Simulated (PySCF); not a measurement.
Gas-phase reaction: 2 GaH + Ga2F6 = 4 GaF + 2 HF

Energies from PySCF, thermal terms from the rigid-rotor harmonic-oscillator model, ideal gas at 1 bar. † marks an energy on the PBE0/def2-TZVP geometry and frequencies; other levels use their own. All species are closed-shell singlets. B3LYP is the form with VWN-RPA correlation. Ga: all electrons, no relativistic terms. GaH, Ga2F6: computed as isolated molecules; such fragments, hydroxides, amides, oligomers or adducts are transient or little studied in the gas.

HF/def2-TZVP† gives ΔH°(298 K) = 119 kJ.

Task: What do B3LYP/def2-TZVP†, PBE/def2-TZVP†, PBE/def2-SVP give?

Result: B3LYP/def2-TZVP†: -9 kJ; PBE/def2-TZVP†: -5 kJ; PBE/def2-SVP: 99 kJ. For scale, ΔH°(298 K) is 119 kJ at this level, 55 kJ at ωB97M-V/def2-TZVP†, and runs from -64 to 195 kJ over the 18 levels computed.
